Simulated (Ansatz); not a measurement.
SnSe2⁻. Total charge -1; doublet. Geometry r2SCAN-D4/def2-TZVPD, basis def2-TZVPD, Ansatz.

```xyz
3

Sn   -0.894   -0.723   -1.084
Se    0.266   -0.550    1.300
Se    0.628    1.273   -0.216
```

```json
{"run": "A", "HOMO (eV)": "0.97", "LUMO (eV)": "1.86"}
{"run": "B", "HOMO (eV)": "0.10", "LUMO (eV)": "2.52"}
{"run": "C", "HOMO (eV)": "0.70", "LUMO (eV)": "2.08"}
{"run": "D", "HOMO (eV)": "0.39", "LUMO (eV)": "2.33"}
```

In the def2 sets Sn takes a core potential; there is no spin–orbit coupling. Another isomer (doublet) lies 0.47 eV lower at PBE0-D4/def2-TZVPD; other spin states weren't run for this one.

HOMO and LUMO are taken over both spins.

Problem. The runs used PBE, PBE0, r2SCAN, r2SCANh. Estimate which is which.

Solution. A PBE (0 % exact exchange); B PBE0 (25 % exact exchange); C r2SCAN (0 % exact exchange); D r2SCANh (10 % exact exchange). Exact exchange lowers occupied and raises empty levels; among semilocal functionals meta-GGAs tend to open the gap a little, and such runs are hard to tell apart. The gap grows from 0.89 eV (PBE) to 2.42 eV (PBE0). At PBE-D4/def2-TZVPD, PBE0-D4/def2-TZVPD, r2SCAN-D4/def2-TZVPD, r2SCANh-D4/def2-TZVPD the highest occupied level of the charge -1 doublet lies above zero (up to 0.97 eV). The electron is either unbound and held by the finite basis, or the level is raised by self-interaction error.
